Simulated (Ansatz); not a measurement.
```xyz
18

C    -0.0399    0.7242   -0.0288
C    -1.2291    1.4104    0.0471
C    -2.4797    0.7026   -0.0094
C    -2.4691   -0.7395    0.0006
C    -1.2225   -1.3651    0.0284
C    -0.0118   -0.6699   -0.0175
C     2.4743    0.7166    0.0230
C     1.2691    1.4268   -0.0338
C     1.2415   -1.3664   -0.0363
C     2.3966   -0.7155   -0.0355
H    -1.2602    2.5394    0.0080
H    -3.3434    1.2805   -0.0082
H    -3.3991   -1.2021   -0.0066
H    -1.2825   -2.4671    0.0017
H     3.3535    1.2544    0.0416
H     1.2792    2.4705   -0.0209
H     1.2806   -2.4645   -0.0018
H     3.3647   -1.2014   -0.0090
```

Basis set: STO-3G (spherical functions). Left uncorrelated: 10 orbitals. Charge 0, multiplicity 1.

Computed with Ansatz (development build ahead of 0.2.0); each method stands on the lowest determinant of its kind that the runs found. Restricted open shells among the atoms or ions are ROHF, correlated in semicanonical orbitals with singles.

Task: Give the atomization energy at this shape (free ground-state atoms in the same class of orbitals less the molecule, no zero-point energy) of singlet C₁₀H₈ by RHF-MP2, RHF.

Result:

```tsv
method	atomization energy
RHF-MP2	2146.13 kcal/mol
RHF	1841.28 kcal/mol
```

Caution: no unrestricted run beside it, a lower state can exist; the shape is not the minimum.

This basis has no polarisation functions and is too small for such energies, which can lie far from measured ones in either direction.
